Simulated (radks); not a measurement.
The antimony ion Sb3+, [Kr] 4d10 5s2. Calculated with a radial shooting solver on a logarithmic mesh with Libxc functionals: non-relativistic Kohn-Sham, exchange-only PBE, spin-polarised, spherical densities, point nucleus. Every spin shell is full or empty, so the densities are truly spherical. Functionals are evaluated on that one density, not self-consistently. Rank these exchange functionals by their error against the exact value of the orbitals, and give that value: LDA, B88, PBE, OPTX, AM05, G96, TPSS, r2SCAN, MVS.

Answer. Exact: -162.906 hartree. From best to worst, with 100 (|E| - |E exact|)/|E exact| (equal figures are ties): B88 +0.03, MVS +0.07, r2SCAN -0.10, TPSS -0.29, G96 +0.35, PBE -0.42, OPTX +1.26, AM05 -4.49, LDA -4.83.
